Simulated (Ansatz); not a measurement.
`FB[SiH2][SiH3]` + `C[SiH2]N` → `C[SiH](N)BF` + `[SiH3][SiH3]`  (formal exchange of groups at a B–Si bond)

Calculated with Ansatz (gas phase, PBE0-D4/def2-TZVP geometries, no zero-point term in ΔE). CCSD(T)/CBS is the MP2 limit (def2-TZVPP, def2-QZVPP) plus CCSD(T) − MP2 in def2-TZVPP, frozen cores. DFT in def2-TZVPP. Each species was taken in one conformer, which may not be the lowest.

`FB[SiH2][SiH3]`:

Cartesian coordinates in Å:
```
F -2.542 1.242 -0.151
B -1.559 0.764 -0.893
Si 0.358 0.859 -0.239
Si 0.859 -1.186 0.797
H -1.879 0.239 -1.927
H 0.582 1.962 0.736
H 1.287 1.028 -1.392
H 0.644 -2.306 -0.158
H 2.275 -1.211 1.252
H -0.026 -1.391 1.975
```

`C[SiH2]N`:

```xyz
10

C    -0.558   -0.443   -1.204
Si   -0.378    0.186    0.549
N     1.230    0.427    1.113
H    -1.615   -0.561   -1.462
H    -0.071   -1.414   -1.327
H    -0.113    0.252   -1.921
H    -1.017   -0.796    1.468
H    -1.073    1.499    0.651
H     1.817   -0.357    1.343
H     1.777    1.207    0.789
```

`C[SiH](N)BF`:

Z-matrix (Å, degrees):
```
C
Si 1 1.880
H 1 1.093 2 110.7
H 1 1.094 2 110.5 3 119.4
H 1 1.093 2 111.6 3 -120.3
N 2 1.724 1 116.0 3 59.4
B 2 2.037 1 110.0 3 -179.8
H 2 1.494 1 106.8 3 -60.2
H 6 1.007 2 121.7 1 -64.7
H 6 1.007 2 120.4 1 83.9
F 7 1.326 2 119.7 1 63.2
H 7 1.207 2 125.0 1 -115.8
```

`[SiH3][SiH3]`:

Cartesian coordinates in Å:
```
Si -0.761 0.552 0.696
Si 0.760 -0.552 -0.696
H -0.704 -0.012 2.071
H -0.439 2.003 0.762
H -2.145 0.395 0.174
H 0.441 -2.004 -0.759
H 2.145 -0.392 -0.176
H 0.701 0.009 -2.072
```

| level | ΔE (kJ/mol) |
| --- | --- |
| r2SCAN-D4 | 13.8 |
| PBE0-D4 | 12.1 |
| ωB97X-V | 9.9 |
| MP2/CBS(def2) | 12.5 |

Problem. What does CCSD(T)/CBS give? (An estimate is asked.)

Solution. Ansatz gave: +11.4 kJ/mol. The listed levels differ from it by 2.4, 0.7, -1.5, 1.1 kJ/mol.

Largest T1 diagnostic among the species: 0.015.
